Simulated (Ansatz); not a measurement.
Calculated with Ansatz (gas phase, PBE0-D4/def2-TZVP geometries, no zero-point term in ΔE). CCSD(T)/CBS adds triple-zeta CCSD(T) − MP2 to the extrapolated MP2 energy (def2 sets, frozen cores). This one scheme is used for every species. DFT in def2-TZVPP. Each species was taken in one conformer, which may not be the lowest.

`C[SiH](C)[AlH][Cl]` + H₂O → `[OH][AlH][Cl]` + `C[SiH2]C`  (formal hydrolysis of the Al–Si bond)

```tsv
species	ωB97X-V energy (Eh)
`C[SiH](C)[AlH][Cl]`	-1073.11864
H₂O	-76.43446
`[OH][AlH][Cl]`	-779.10305
`C[SiH2]C`	-370.50580
```

Problem. Work out ΔE.

Solution. ΔE = (-779.10305) + (-370.50580) − (-1073.11864) − (-76.43446) = -0.05575 Eh = -35.0 kcal/mol. CCSD(T)/CBS gives -34.3 kcal/mol.

Largest T1 diagnostic among the species: 0.011.

In def2-TZVPP, CCSD(T) changes the Hartree–Fock value by +4.9 kcal/mol (the triples alone add +0.7 kcal/mol) and MP2 by +2.9 kcal/mol. The D4 term adds +1.8 kcal/mol with B3LYP and +1.1 kcal/mol with PBE0; it sums over pairs of atoms, weighted by their polarisabilities, and B3LYP, whose exchange is more repulsive, gets the larger term. From PBE to PBE0 (25 % exact exchange), in def2-TZVPP and without D4, ΔE moves by −0.9 kcal/mol.

B3LYP here is the variant with VWN-RPA as its local correlation; programs differ in this.
